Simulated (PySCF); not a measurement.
# One molecule, several mistakes: C2GeH7N

Calculated results; nothing here was measured. The program is PySCF 2.14.0, an open-source quantum chemistry code, run on an isolated molecule that a program drew, which may never have been made. The molecule is C2GeH7N (charge 0, singlet), drawn as the SMILES string `C[C](N)=[GeH2]`.

Each row is a Hartree-Fock (HF) and frozen-core CCSD(T) single point in the cc-pVDZ basis, meant for a local HF minimum. Run 1 is clean. Each other run has one planted mistake out of seven kinds, and not every kind appears here: one electron removed, one electron added, multiplicity raised by two, geometry at a saddle point, minimal basis STO-3G, one bond length entered in bohr, all coordinates scaled. The reference is restricted for singlets and unrestricted otherwise, and also for a bond in bohr. Adding or removing an electron swaps singlet and doublet. Electrons count all cores. HOMO and LUMO are orbital energies over both spins, the gradient is its largest component, and the lowest frequency (negative if imaginary) is given only where the gradient is small. Bond lengths are over the 10 bonds as drawn. T1 is the CCSD diagnostic: over 0.02 (restricted) or 0.045 (unrestricted) a single reference is doubtful. Germanium has the cc-pVDZ-PP basis, with a core potential (ECP10MDF) in place of its 10 inner electrons, and its 3s, 3p and 3d shells are frozen in CCSD(T).

Geometry of the clean run:
```xyz
11
C2GeH7N, angstrom
C    -1.2221   -0.8990    1.6059
C    -0.4735   -1.0517    0.3184
N    -0.6339   -2.1786   -0.3057
Ge    0.9234    0.3474   -0.3222
H    -1.9719   -0.1184    1.4648
H    -0.5417   -0.5502    2.3820
H    -1.7160   -1.8167    1.9373
H    -0.1863   -2.3260   -1.1900
H    -1.1999   -2.9255    0.0531
H     0.6968   -0.0748   -1.8377
H    -0.1547    1.5017   -0.2795
```

```
run,electrons,basis functions,<S^2>,HOMO (eV),LUMO (eV),gradient (hartree/bohr),lowest frequency (cm^-1),mean bond (Å),longest bond (Å),T1,HF (hartree),CCSD(T) (hartree),mistake
1,58,100,0.000,-7.11,2.91,1.2e-05,72,1.3323,2.078,0.0199,-427.59005,-428.20083,no fault
2,58,100,0.000,-7.27,2.60,3.7e-02,-,1.3869,2.164,0.0212,-427.57471,-428.19455,all coordinates scaled
3,58,100,0.121,-8.41,1.20,2.1e-02,-,1.5172,3.927,0.0339,-427.53624,-428.13360,one bond length entered in bohr
4,57,100,0.757,-15.59,-5.30,5.7e-02,-,1.3323,2.078,0.0165,-427.36416,-427.94730,?
```

**Which mistake was planted in run 4, and what did it cost?**

It counts 57 electrons, one fewer than the clean run, at the same geometry and basis. So the mistake is: one electron removed. Subtracting run 1 and multiplying by 627.51 kcal/mol a hartree, the energy moved by 141.7 kcal/mol in HF and 159.1 kcal/mol in CCSD(T).

Cautions from the logs. Run 2: T1 is over the limit, so its CCSD(T) energy is less reliable.
